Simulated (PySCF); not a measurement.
BCl2H7Si4.
SMILES with atom numbers: `[Cl:1][B:2]([Cl:3])[SiH:4]1[SiH2:5][SiH2:6][SiH2:7]1` (hydrogens: H8 on Si4; H9, H10 on Si5; H11, H12 on Si6; H13, H14 on Si7)

Cartesian coordinates in Å at the PBE0-D3(BJ)/def2-SVP level; atoms count from 1:
```xyz
14
BCl2H7Si4 angstrom
Cl    -3.8859    0.9064    0.1286
B     -2.1403    0.9290    0.2047
Cl    -1.3427    2.4669    0.5045
Si    -0.9953   -0.6981   -0.0366
Si     0.7347   -0.0977   -1.5412
Si     1.9922    0.7244    0.2867
Si     0.6478   -0.6443    1.6688
H     -1.7734   -1.9513   -0.2717
H      0.3870    0.8148   -2.6730
H      1.3898   -1.3316   -2.0807
H      3.4560    0.4163    0.2741
H      1.7929    2.1839    0.5288
H      1.2882   -1.9912    1.8051
H      0.2323   -0.1539    3.0186
```

Computed with PySCF, TDDFT wB97X-D/def2-SVPD, vertical, gas phase, core orbitals frozen in the response.

Transition dipole moments from the ground state, in atomic units and in the frame of the coordinates above (overall signs are arbitrary), for the states with f of 0.002 or more among the lowest 10:

| state | E (eV) | μx | μy | μz |
| --- | --- | --- | --- | --- |
| S1 | 4.527 | -0.018 | -0.031 | 0.216 |
| S2 | 5.031 | -1.176 | 0.362 | 0.032 |
| S4 | 5.394 | -0.057 | -0.208 | -0.034 |
| S6 | 5.720 | -0.170 | 0.242 | 0.035 |
| S8 | 5.842 | 0.000 | 0.034 | -0.166 |
| S9 | 6.250 | -0.004 | -0.025 | 0.186 |
| S10 | 6.468 | 0.013 | 0.059 | -0.274 |

Question: What oscillator strength does each state have?

Answer: f = (2/3) ΔE |μ|² with ΔE in hartree (27.2114 eV).

```csv
state,|μ|² (au),|μ| (D),f
S1,0.048,0.56,0.005
S2,1.516,3.13,0.187
S4,0.048,0.56,0.006
S6,0.089,0.76,0.012
S8,0.029,0.43,0.004
S9,0.035,0.48,0.005
S10,0.079,0.71,0.012
```

Question: Which bond between heavy atoms lies closest to the direction of the S2 transition dipole?

Answer: Cl1–B2, at 18° from it; next B2–Si4 at 38°.

Question: What angle do the transition dipoles of S6 and S10 make?

Answer: |cos θ| = |μa·μb| / (|μa| |μb|) = 0.03, so θ ≈ 88° (taken between 0 and 90°, since the signs are arbitrary).

Question: What peak molar absorption coefficient would the strongest computed level give as a lone Gaussian band 0.3 eV wide at half height?

Answer: ε(max) = 2.175×10⁸ f / FWHM, with the width in cm⁻¹. S2: 2.175×10⁸ × 0.1868 / 2420 ≈ 17000 L mol⁻¹ cm⁻¹.

All these states lie below the vertical ionisation energy of 9.35 eV (ΔSCF).

The run took 3.6 min of wall time on one thread of an Intel Xeon 6975P-C, no GPU, shared host, and the process peaked at 1.1 GiB of memory.

One conformer stands for the species.
